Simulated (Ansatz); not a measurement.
Computed with Ansatz on PBE0-D4/def2-TZVP structures; ΔE is electronic, products minus reactants. CCSD(T)/CBS adds triple-zeta CCSD(T) − MP2 to the extrapolated MP2 energy (def2 sets, frozen cores). This one scheme is used for every species. Functionals use def2-TZVPP. Each species was taken in one conformer, which may not be the lowest.

`C=[C](C)[AlH][CH3]` + H₂ → `C=[CH][AlH][CH3]` + CH₄  (hydrogenolysis of a C–C bond)

```
          level  ΔE (kJ/mol)
      r2SCAN-D4        -60.5
           PBE0        -64.6
CCSD/def2-TZVPP        -67.4
 CCSD/CBS(def2)        -66.3
```

(1) What does CCSD(T)/CBS give? (An estimate is asked.)

Largest T1 diagnostic among the species: 0.011.

Results:

(1) Computed: -61.8 kJ/mol. The listed levels differ from it by 1.3, -2.8, -5.6, -4.5 kJ/mol.

From PBE to PBE0 (25 % exact exchange), in def2-TZVPP and without D4, ΔE moves by −3.3 kJ/mol. In def2-TZVPP, CCSD(T) changes the Hartree–Fock value by +21.1 kJ/mol (the triples alone add +4.5 kJ/mol) and MP2 by +26.3 kJ/mol.
